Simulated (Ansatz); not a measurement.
Two isomers of C2H9FSi2: A = `C[SiH2]C[SiH2]F`, B = `CC[SiH](F)[SiH3]`.

Calculated with Ansatz (gas phase, PBE0-D4/def2-TZVP geometries, no zero-point term in ΔE). CCSD(T)/CBS is the MP2 limit (def2-TZVPP, def2-QZVPP) plus CCSD(T) − MP2 in def2-TZVPP, frozen cores. DFT in def2-TZVPP. B3LYP here is the variant with VWN-RPA as its local correlation; programs differ in this. Each species was taken in one conformer, which may not be the lowest.

Task: Which isomer does CCSD(T)/CBS put lower? Give the gap. (Best estimate.)

Result: Computed: A, by 15.7 kcal/mol.

Task: Give E(B) − E(A) in kcal/mol with PBE0-D4, B3LYP-D4, BLYP-D4, CCSD(T)/def2-TZVPP, LDA (SPW92), CCSD/def2-TZVPP, r2SCAN-D4. (Estimate.)

Result: The calculation gave: PBE0-D4 13.2, B3LYP-D4 14.1, BLYP-D4 13.1, CCSD(T)/def2-TZVPP 15.4, LDA (SPW92) 12.4, CCSD/def2-TZVPP 15.5, r2SCAN-D4 14.9. None reverses the order clearly.

Task: Does the order hold for the free energy at 298.15 K (harmonic terms from PBE0-D4)? (Estimate.)

Result: Ansatz gave: Yes: G(B) − G(A) = +16.7 kcal/mol, for one conformer each. Modes under 60 cm⁻¹, often nearly free rotors, make the harmonic entropy too high.

Largest T1 diagnostic: 0.011.

From BLYP to BHLYP (50 % exact exchange), in def2-TZVPP and without D4, E(B) − E(A) moves by +2.4 kcal/mol. At CCSD(T), def2-SVP lies −3.9 kcal/mol from the extrapolated value and def2-TZVPP −0.3 kcal/mol.
